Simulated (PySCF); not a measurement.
Isomers of C4H12N2Si3, one GFN2-xTB conformer each. Single-point energies are computed at PBE0/pcSseg-1 (PySCF, gas phase, no added dispersion term), electronic only.

```json
{"SMILES": "N#CCC[Si@H]1C[SiH2]N1[SiH3]", "GFN2-xTB relative energy (kJ/mol)": "216.1"}
{"SMILES": "[SiH3]N([SiH3])c1ccn([SiH3])c1", "GFN2-xTB relative energy (kJ/mol)": "0.0"}
{"SMILES": "N#CCC[SiH2]N1[SiH2]C[SiH2]1", "GFN2-xTB relative energy (kJ/mol)": "218.1"}
{"SMILES": "C[Si@@H]1[C@H](CC#N)[SiH2]N1[SiH3]", "GFN2-xTB relative energy (kJ/mol)": "213.2"}
```

Conformers: `[N:1]#[C:2][CH2:3][CH2:4][Si@H:5]1[CH2:6][SiH2:7][N:8]1[SiH3:9]` with C2–C3–C4–Si5 -62°, C3–C4–Si5–C6 -152°; `[N:1]#[C:2][CH2:3][CH2:4][SiH2:5][N:6]1[SiH2:7][CH2:8][SiH2:9]1` with C2–C3–C4–Si5 178°, C3–C4–Si5–N6 179°, C4–Si5–N6–Si7 -8°; `[CH3:1][Si@@H:2]1[C@H:3]([CH2:4][C:5]#[N:6])[SiH2:7][N:8]1[SiH3:9]` with Si2–C3–C4–C5 66°.

Problem. What does PBE0/pcSseg-1 give for the same structures?

Solution. 
| SMILES | PBE0/pcSseg-1 E (Eh) | PBE0/pcSseg-1 (kJ/mol) | GFN2-xTB (kJ/mol) | point group |
| --- | --- | --- | --- | --- |
| C[Si@@H]1[C@H](CC#N)[SiH2]N1[SiH3] | -1136.93077 | 0.0 | 213.2 | C1 |
| N#CCC[SiH2]N1[SiH2]C[SiH2]1 | -1136.92988 | 2.3 | 218.1 | near Cs |
| N#CCC[Si@H]1C[SiH2]N1[SiH3] | -1136.92963 | 3.0 | 216.1 | C1 |
| [SiH3]N([SiH3])c1ccn([SiH3])c1 | -1136.89550 | 92.6 | 0.0 | C1 |

GFN2-xTB puts [SiH3]N([SiH3])c1ccn([SiH3])c1 lowest instead; measured from each level's own lowest isomer, the values differ by up to 215.8 kJ/mol (N#CCC[SiH2]N1[SiH2]C[SiH2]1: 218.1 against 2.3). As drawn, the lowest has a four-membered ring, a C≡N group and an Si–C bond, which the highest lacks; the highest has an aromatic ring, which the lowest lacks. Neighbours under 10 kJ/mol apart (C[Si@@H]1[C@H](CC#N)[SiH2]N1[SiH3] and N#CCC[SiH2]N1[SiH2]C[SiH2]1; N#CCC[SiH2]N1[SiH2]C[SiH2]1 and N#CCC[Si@H]1C[SiH2]N1[SiH3]) can change places with a better method, another conformer or zero-point energy.

Problem. Which frontier levels, dipoles and rotational constants go with these structures?

Solution. 
| SMILES | HOMO (eV, PBE0/pcSseg-1) | LUMO (eV) | dipole (D) | A, B, C (MHz) |
| --- | --- | --- | --- | --- |
| C[Si@@H]1[C@H](CC#N)[SiH2]N1[SiH3] | -7.50 | -0.66 | 3.20 | 1892, 627.7, 509.1 |
| N#CCC[SiH2]N1[SiH2]C[SiH2]1 | -7.54 | -0.69 | 4.46 | 2551, 405.7, 357.1 |
| N#CCC[Si@H]1C[SiH2]N1[SiH3] | -7.42 | -0.56 | 4.06 | 1496, 711.4, 551.1 |
| [SiH3]N([SiH3])c1ccn([SiH3])c1 | -5.70 | 0.25 | 1.45 | 2025, 540.0, 436.7 |
